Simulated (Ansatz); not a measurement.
One change: `C[O][GaH][CH3]` becomes `C[O][Ga]([CH3])[Cl]`.

Ansatz, PBE0-D4/def2-TZVP geometries, multiplicity 1. Each molecule was computed in one conformer, which needn't be the lowest.

Scalar relativity is left out up to krypton.

```
                                        property  `C[O][GaH][CH3]`
             LUMO energy (B3LYP/def2-TZVPP) / eV             -1.04
           HOMO energy (ωB97M-V/def2-TZVPP) / eV            -10.02
           HOMO–LUMO gap (B3LYP/def2-TZVPP) / eV              6.38
             HOMO–LUMO gap (PBE/def2-TZVPP) / eV              4.65
size of the dipole moment (B3LYP/def2-TZVPP) / D              1.82
               LUMO energy (PBE/def2-TZVPP) / eV             -1.54
```

Give the same properties after the change, and the shifts. (Best estimate.)

Computed: 
| property | `C[O][Ga]([CH3])[Cl]` | shift |
| --- | --- | --- |
| LUMO energy (B3LYP/def2-TZVPP) / eV | -0.87 | 0.17 |
| HOMO energy (ωB97M-V/def2-TZVPP) / eV | -10.38 | -0.36 |
| HOMO–LUMO gap (B3LYP/def2-TZVPP) / eV | 6.87 | 0.49 |
| HOMO–LUMO gap (PBE/def2-TZVPP) / eV | 5.09 | 0.44 |
| size of the dipole moment (B3LYP/def2-TZVPP) / D | 3.40 | 1.58 |
| LUMO energy (PBE/def2-TZVPP) / eV | -1.39 | 0.15 |

With PBE0 the HOMO falls by 0.34 eV and the LUMO rises by 0.17 eV, so the gap widens by about 0.51 eV. PBE moves the HOMO by -0.29 eV and ωB97M-V by -0.36 eV. Dipoles are sizes alone; their direction can turn.

B3LYP here is the variant with VWN-RPA as its local correlation; programs differ in this.
